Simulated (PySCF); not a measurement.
## Correlation energy of O²⁺ (oxygen, charge +2)

[He] 2s2 2p2, high-spin 3P determinant. All numbers are calculated (PySCF 2.14, no relativity, point nucleus, in aug-cc-pwCVQZ (9s8p6d4f2g, 109 functions)). Frozen: 1s2; 4 electrons correlated.

MP2 pair energies summed by pair of shells (mhartree):

```json
{"pair": "2s-2p", "energy": "-51.58", "share (%)": "61.3"}
{"pair": "2s-2s", "energy": "-24.34", "share (%)": "28.9"}
{"pair": "2p-2p", "energy": "-8.26", "share (%)": "9.8"}
```

Total MP2 correlation energy: -84.17 mhartree.

Same-spin part -14.81 and opposite-spin part -69.37 mhartree; SCS-MP2 scales them by 1/3 and 6/5 to -88.18 mhartree.
